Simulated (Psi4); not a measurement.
**C2H6Sn (SMILES [CH3][Sn][CH3]): name the method**

The species is C2H6Sn (9 atoms), meant as a singlet with charge 0. SMILES: `[CH3][Sn][CH3]`. The shape was relaxed beforehand at PBE0/def2-TZVP.

```xyz
9

C    -0.7173    1.0277   -0.9196
Sn    1.3667    0.3743   -0.7523
C     0.9041   -1.0482    0.8476
H    -1.3506    0.1621   -1.1396
H    -0.8677    1.7832   -1.6910
H    -1.0476    1.4312    0.0432
H     0.1835   -1.7834    0.4740
H     1.7839   -1.5741    1.2192
H     0.4242   -0.5219    1.6788
```

Orbital energies are those of the mean-field step.

A calculation with Psi4 1.11 gave:

The total energy is -293.5040 Eh. The HOMO energy is -7.97 eV, the LUMO energy is 0.35 eV and the HOMO–LUMO gap is 8.32 eV.

Which of these levels gave the numbers?
A. CCSD(T)/def2-TZVPP (density fitting, core potential, density fitting for correlation)
B. wB97M-V/def2-TZVPP (density fitting, core potential)
C. PBE0-D4/def2-TZVP (density fitting, core potential)
D. MP2/def2-QZVPP (density fitting, core potential, density fitting for correlation)

D. The others give -294.0299 Eh (wB97M-V/def2-TZVPP (density fitting, core potential)), -294.0397 Eh (PBE0-D4/def2-TZVP (density fitting, core potential)), -293.3124 Eh (CCSD(T)/def2-TZVPP (density fitting, core potential, density fitting for correlation)).
